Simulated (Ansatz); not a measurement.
Cartesian coordinates in Å:
```
N -0.679 2.268 -0.213
Si 0.319 0.957 0.238
N 0.599 -0.188 -1.021
C 0.346 -1.556 -0.557
Si -0.366 -1.082 1.159
H -1.613 2.150 -0.567
H -0.513 3.195 0.139
H 1.504 1.651 0.825
H 1.003 -0.060 -1.936
H 1.257 -2.162 -0.476
H -0.361 -2.094 -1.198
H 0.328 -1.712 2.318
H -1.824 -1.368 1.289
```

Charge 0, multiplicity 1.

Problem. List the PBE/def2-TZVPP orbital energies in eV (the Gaussian-basis code of Ansatz). (An estimate is asked.)

Solution. The calculation gave: Occupied: -1779.52, -1779.00, -380.02, -379.94, -269.30, -137.16, -136.78, -93.92, -93.89, -93.87, -93.52, -93.51, -93.49, -21.66, -20.90, -15.94, -13.78, -12.21, -11.70, -11.64, -10.45, -9.56, -8.68, -7.96, -7.27, -6.84, -5.74, -5.34. Lowest empty: -0.52, -0.39, -0.05, 0.70, 1.06, 1.19, 1.58, 1.80.
